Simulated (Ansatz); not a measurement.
Cost and result for the atomization energy of CH4BrFOSi, SMILES `O[SiH2]C(F)Br` (9 atoms, 8 bonds).

Cartesian coordinates in Å:
```
O 0.7349 1.2014 -1.2167
Si 0.5149 0.6486 0.3067
C -0.6484 -0.8581 0.3210
F -0.0997 -1.8776 -0.4183
Br -2.3714 -0.3727 -0.4457
H 1.0646 0.5927 -1.8795
H -0.0989 1.7354 1.0967
H 1.7855 0.1776 0.9214
H -0.8815 -1.2472 1.3144
```

Total charge 0; spin multiplicity 1. Correlated methods include outer-core shells of Br, which these sets cover unevenly. Scalar relativity is left out up to krypton. The structure was optimised at the PBE0-D4/def2-TZVP level. It is one conformer, not always the lowest. Program: Ansatz. All runs use 4 threads of an Arm Neoverse V1 on a shared host. Times are those of one run each, without the atoms' runs, and a repeat can differ threefold. Electronic energies, without spin–orbit coupling; frozen cores. CCSD(T)/CBS adds CCSD(T) − MP2 in def2-TZVPP to the MP2 limit, and its time is that of the two runs behind it. T1 = 0.010. With those shells the extrapolation isn't a true limit. B3LYP takes the VWN-RPA correlation (the form of Gaussian; ORCA's B3LYP/G).

CCSD(T)/CBS is a level of theory with its own doubt, some kJ/mol a heavy atom from the limit and from the frozen cores, so smaller differences don't rank the functionals.

```json
{"level": "PBE-D4/def2-TZVPP (with forces)", "functions": "239", "wall time": "2.7 s"}
{"level": "PBE0-D4/def2-TZVPP", "functions": "239", "wall time": "3.6 s"}
{"level": "r2SCAN-D4/def2-TZVPP (with forces)", "functions": "239", "wall time": "5.5 s"}
{"level": "B3LYP-D4/def2-TZVPP (with forces)", "functions": "239", "wall time": "6 s"}
{"level": "B2PLYP/def2-TZVPP", "functions": "239", "wall time": "6.5 s"}
{"level": "ωB97X-V/def2-TZVPP", "functions": "239", "wall time": "8.5 s"}
{"level": "ωB97M-V/def2-TZVPP (with forces)", "functions": "239", "wall time": "13 s"}
{"level": "MP2/def2-QZVPP", "functions": "450", "wall time": "23 s"}
{"level": "CCSD(T)/def2-TZVPP", "functions": "239", "wall time": "4.1 min"}
{"level": "CCSD(T)/CBS(def2)", "functions": "–", "wall time": "4.5 min"}
```

Problem. What atomization energy does each give, and how far from CCSD(T)/CBS? (An estimate is asked.)

Solution. The calculation gave: 
| level | atomization (kJ/mol) | difference from CCSD(T)/CBS | per bond |
| --- | --- | --- | --- |
| PBE-D4/def2-TZVPP (with forces) | 3134.2 | 44.8 | 5.6 |
| PBE0-D4/def2-TZVPP | 3057.6 | -31.8 | -4.0 |
| r2SCAN-D4/def2-TZVPP (with forces) | 3085.1 | -4.3 | -0.5 |
| B3LYP-D4/def2-TZVPP (with forces) | 3056.8 | -32.6 | -4.1 |
| B2PLYP/def2-TZVPP | 3029.8 | -59.6 | -7.5 |
| ωB97X-V/def2-TZVPP | 3083.8 | -5.6 | -0.7 |
| ωB97M-V/def2-TZVPP (with forces) | 3077.8 | -11.6 | -1.5 |
| MP2/def2-QZVPP | 3127.6 | 38.2 | 4.8 |
| CCSD(T)/def2-TZVPP | 2990.0 | -99.4 | -12.4 |
| CCSD(T)/CBS(def2) | 3089.4 | 0.0 | 0.0 |

In def2-TZVPP, CCSD(T) changes the Hartree–Fock value by +835.1 kJ/mol (the triples alone add +54.2 kJ/mol) and MP2 by +913.7 kJ/mol; breaking electron pairs costs correlation energy, which Hartree–Fock lacks. The D4 term adds +33.6 kJ/mol with B3LYP and +17.5 kJ/mol with PBE0; it sums over pairs of atoms, weighted by their polarisabilities, and B3LYP, whose exchange is more repulsive, gets the larger term. From PBE to PBE0 (25 % exact exchange), in def2-TZVPP and without D4, the atomization energy moves by −73.4 kJ/mol: exact exchange takes away binding that semilocal exchange gives to molecules.
